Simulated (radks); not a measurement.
Results of a calculation; reference values are marked as such.
The lead anion Pb- inside a hard spherical wall (all orbitals vanish at R), configuration held at [Hg] 6p3 and not refilled when levels cross. Level of theory: scalar-relativistic Kohn-Sham, PBE, spin-polarised, spherical densities, finite nucleus; open shells are filled with parallel spins first (spin-orbit coupling, left out, can overturn this in heavy ions); Fermi nuclear charge, rms radius 5.5012 fm (a radial shooting solver on a logarithmic mesh with Libxc functionals). Eigenvalues in eV for spin up, with the zero of energy where the potential of the charges vanishes at infinity; a dash marks a level that is unbound or too diffuse for the functional's potential to be trusted. A positive occupied level is held by the wall or, in an anion where self-interaction has pushed it up, behind a barrier. The pressure on the wall is -dE/dV.

| R (bohr) | E (hartree) | kinetic (hartree) | e(5p) | e(5d) | e(6s) | e(6p) | e(7s, empty) | e(6d, empty) | pressure (GPa) |
|---|---|---|---|---|---|---|---|---|---|
| 8 | -20876.0996 | 23578.335 | -78.337 | -13.773 | -5.480 | 2.222 | 6.302 | 7.773 | 0.753 |
| 7 | -20876.0683 | 23578.458 | -77.469 | -12.924 | -4.802 | 2.987 | 8.679 | 9.619 | 2.19 |
| 5 | -20875.7960 | 23579.516 | -73.394 | -9.024 | -1.579 | 7.298 | 22.089 | 18.480 | 30.5 |
| 3.5 | -20874.2848 | 23585.313 | -63.078 | 0.485 | 8.783 | 21.933 | 64.325 | 43.896 | 477 |
| 3 | -20872.3092 | 23592.786 | -54.579 | 8.418 | 19.584 | 36.667 | 102.69 | 66.555 | 1560 |
| 2.5 | -20867.1751 | 23611.640 | -39.072 | 23.867 | 44.095 | 68.842 | 178.54 | 111.19 | 6200 |
| 2 | -20851.3846 | 23666.346 | -7.595 | 58.929 | 109.71 | 149.80 | 348.78 | 211.35 | 32300 |
| 1.5 | -20790.2652 | 23858.662 | 75.586 | 159.34 | 321.86 | 391.32 | 807.07 | 481.31 | 249000 |
